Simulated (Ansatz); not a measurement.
MO2F2 with several metals: r2SCAN-D4/def2-TZVP single points in Ansatz on relaxed structures, gas phase. Core potentials for Mo, W, no spin–orbit coupling. Binding counts from free atoms in the multiplicity of their measured ground term, without zero-point energy. A dash marks a value that wasn't run or was left out as unsound. The structures are stationary points that may keep the symmetry of their start. Remarks come from the PBE and PBE0 runs and from stability tests at other levels; not every state was tested.

| species | atoms | state | geometry | HOMO (eV) | LUMO (eV) | gap (eV) | vertical IE (eV) | vertical triplet (eV) | binding per atom (eV) | point group (within 0.1 Å) | remarks |
| --- | --- | --- | --- | --- | --- | --- | --- | --- | --- | --- | --- |
| CrO2F2 | 5 | singlet | r2SCAN-D4/def2-SVP | -9.19 | -5.92 | 3.28 | 12.59 | 2.60 | 4.02 | C2v | restricted SCF unstable in HF, spin-contaminated (⟨S²⟩ up to 0.92) (+1 doublet) |
| WO2F2 | 5 | singlet | PBE-D4/def2-SVP | -8.55 | -3.52 | 5.03 | 11.89 | 4.57 | – | C2v | – |

**Question.** Estimate the rows for MoO2F2 (singlet, PBE-D4/def2-SVP geometry).

**Answer.** 
| species | atoms | state | geometry | HOMO (eV) | LUMO (eV) | gap (eV) | vertical IE (eV) | vertical triplet (eV) | binding per atom (eV) | point group (within 0.1 Å) | remarks |
| --- | --- | --- | --- | --- | --- | --- | --- | --- | --- | --- | --- |
| MoO2F2 | 5 | singlet | PBE-D4/def2-SVP | -8.81 | -4.24 | 4.58 | 12.15 | 4.08 | 4.78 | C2v | spin-contaminated (⟨S²⟩ up to 0.83) (+1 doublet) |

The gap (eV) runs from 3.28 (CrO2F2) to 5.03 (WO2F2). The vertical IE (eV) runs from 11.89 (WO2F2) to 12.59 (CrO2F2). The vertical triplet (eV) runs from 2.60 (CrO2F2) to 4.57 (WO2F2).
